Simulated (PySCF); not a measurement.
Job file and geometry (Å, from GFN2-xTB) of an NMR shielding run on `C1C[C@@H](CC)[Si@H]1N`, C₅H₁₃NSi, GIAO PBE0/pcSseg-1 NMR shielding, non-relativistic, gas phase (PySCF); density fitting, a coarse starting grid and PySCF grid level 2 are the driver's defaults:

```
$ OMP_NUM_THREADS=1 python probes_run.py task.json out

{"job": {"kind": "nmr", "xc": "PBE0", "basis": "pcSseg-1"}, "charge": 0, "multiplicity": 1}
C      1.910146    -1.465494     0.347392
C      1.302573    -0.115429     0.703268
C      0.542135     0.491004    -0.469241
C     -0.095554     1.860047    -0.140005
C     -1.587631     1.477249    -0.099626
Si    -1.193441    -0.232572    -0.835375
N     -1.686057    -1.526404     0.195146
H      2.614335    -1.362171    -0.476168
H      1.129711    -2.159126     0.043511
H      2.437459    -1.888957     1.199731
H      2.101176     0.567969     1.010471
H      0.624320    -0.236799     1.549994
H      1.222973     0.560023    -1.320246
H      0.267762     2.280625     0.797718
H      0.099927     2.582236    -0.932014
H     -1.973325     1.451216     0.916916
H     -2.222654     2.148037    -0.672518
H     -1.498347    -0.389111    -2.266662
H     -1.339894    -2.451963    -0.000966
H     -2.660761    -1.579701     0.445640
```

Problem. What does the program print?

Solution. 
```
coarse grid: 16176 points
cycle   1  E = -542.0084654602  dE =  6.572e-01  |g| = 6.010e-01  |ddm| = 3.897e+00
cycle   2  E = -541.9502124537  dE =  5.825e-02  |g| = 7.790e-01  |ddm| = 1.310e+00
cycle   3  E = -542.0992736867  dE = -1.491e-01  |g| = 4.973e-02  |ddm| = 8.163e-01
cycle   4  E = -542.0997585322  dE = -4.848e-04  |g| = 2.429e-02  |ddm| = 7.464e-02
cycle   5  E = -542.0998952642  dE = -1.367e-04  |g| = 4.784e-03  |ddm| = 2.218e-02
cycle   6  E = -542.0999004790  dE = -5.215e-06  |g| = 1.088e-03  |ddm| = 5.246e-03
final grid: 148800 points
cycle   7  E = -542.1400700421  dE = -4.253e-05  |g| = 1.003e-02  |ddm| = 3.142e-02
cycle   8  E = -542.1400544359  dE =  1.561e-05  |g| = 1.281e-02  |ddm| = 2.097e-02
cycle   9  E = -542.1400957075  dE = -4.127e-05  |g| = 6.988e-04  |ddm| = 1.199e-02
cycle  10  E = -542.1400958081  dE = -1.006e-07  |g| = 2.525e-04  |ddm| = 8.748e-04
cycle  11  E = -542.1400958230  dE = -1.486e-08  |g| = 4.346e-05  |ddm| = 2.116e-04
cycle  12  E = -542.1400958234  dE = -4.087e-10  |g| = 1.321e-05  |ddm| = 6.331e-05
converged SCF energy = -542.1400958234

GIAO shielding tensors (ppm)
atom      isotropic    diamagn.    paramagn.     s11        s22        s33       span
  0 C      168.242     247.259     -79.017    156.238    161.644    186.845     30.608
  1 C      157.275     246.665     -89.389    135.711    160.568    175.547     39.836
  2 C      150.660     253.535    -102.875    131.942    150.218    169.819     37.877
  3 C      160.724     249.992     -89.268    140.547    160.294    181.333     40.786
  4 C      174.644     254.672     -80.028    155.722    173.345    194.864     39.143
  5 Si     357.039     880.184    -523.145    327.764    353.082    390.270     62.506
  6 N      254.191     315.640     -61.449    220.766    255.967    285.841     65.075
  7 H       30.854      30.056       0.797     26.893     28.609     37.060     10.168
  8 H       31.149      31.851      -0.702     26.110     31.858     35.480      9.371
  9 H       30.459      28.646       1.813     25.972     27.279     38.127     12.155
 10 H       30.253      31.460      -1.207     25.177     29.362     36.220     11.043
 11 H       29.517      32.555      -3.038     26.528     29.330     32.693      6.165
 12 H       30.250      34.182      -3.932     25.927     30.640     34.182      8.254
 13 H       29.970      31.956      -1.986     25.635     28.759     35.515      9.881
 14 H       29.309      31.744      -2.435     25.022     27.962     34.945      9.923
 15 H       30.254      31.656      -1.402     27.313     27.717     35.733      8.420
 16 H       30.392      30.238       0.154     26.044     27.900     37.232     11.188
 17 H       25.968      29.482      -3.514     22.101     24.651     31.152      9.052
 18 H       31.521      30.828       0.693     23.833     28.133     42.596     18.763
 19 H       31.470      29.449       2.021     24.288     27.191     42.932     18.644
```

Problem. Turn these shieldings into chemical shifts. δ = σ(ref) − σ, references computed at the same level: TMS for ¹³C (186.93 ppm), ²⁹Si (349.16 ppm), ¹H (31.72 ppm); NH3 for ¹⁵N (267.73 ppm).

Solution. Averaging equivalent atoms: C 2: 36.3; C 1: 29.6; C 3: 26.2; C 0: 18.7; C 4: 12.3; Si 5: -7.9; N 6: 13.5; H 17: 5.75; H 14: 2.41; H 11: 2.20; H 13: 1.75; H 12: 1.47; H 10: 1.46; H 15: 1.46; H 16: 1.32; H 7/8/9: 0.90; H 18/19: 0.22 ppm. Experimental scales use liquid or dissolved standards, which lie at an offset from isolated NH3 (liquid NH3: subtract about 20 ppm).

Size and cost of the density-fitted run: 191 basis functions, 110 s wall time on 1 thread of an Intel Xeon, shared host; peak memory 0.85 GiB.
